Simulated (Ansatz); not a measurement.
System: H3BS2O, charge 0, singlet. H3BS2O (borodithioic acid, SMILES OB(S)S).
B3LYP-D3(BJ)/def2-TZVP minimum from Ansatz (a quantum-chemistry and plane-wave program):
```
B
O 1 1.3585
H 2 0.9611 1 115.67
S 1 1.8209 2 115.47 3 180.00
H 4 1.3424 1 96.81 2 -180.00
S 1 1.8280 2 125.29 3 0.00
H 6 1.3451 1 97.91 2 0.00
```
Charge 0, spin multiplicity 1.

Total energies in cc-pV(D+d)Z, 24 correlated electrons, 12 frozen orbitals. Open shells are spin-unrestricted; no spin-orbit coupling. Correlated methods leave the cores frozen. No relativity.

| method | program | energy (Eh) | minus CCSDT(Q) (mEh) |
|---|---|---|---|
| HF | Ansatz | -896.48718 | 602.33 |
| MP2 | Ansatz | -897.02764 | 61.87 |
| CCSD | Ansatz | -897.06961 | 19.90 |
| CCSD(T) | Ansatz | -897.08696 | 2.55 |
| CCSDT(Q) | Ansatz | -897.08951 | 0.00 |

Rough core times of Ansatz's runs on a shared machine: CCSD(T) under 20 s, CCSDT(Q) 20 min.
